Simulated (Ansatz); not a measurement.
The multiplicity is imposed and other spin states were not computed.

Species: [Ag(CO)(OH)] (charge 0, multiplicity 1).

**Question.** Give a relaxed geometry from r2SCAN-D4/def2-SVP (Ansatz, an electronic-structure program).

**Answer.** This is not unique; one that fits is the end point of this relaxation, one of several conformers.
Cartesian coordinates (Å) in one orientation:
```xyz
5

Ag    -0.134     0.072    -0.012
O     -1.846     0.873    -2.433
C     -1.202     0.609    -1.532
O      0.953    -0.425     1.523
H      0.920    -1.372     1.715
```
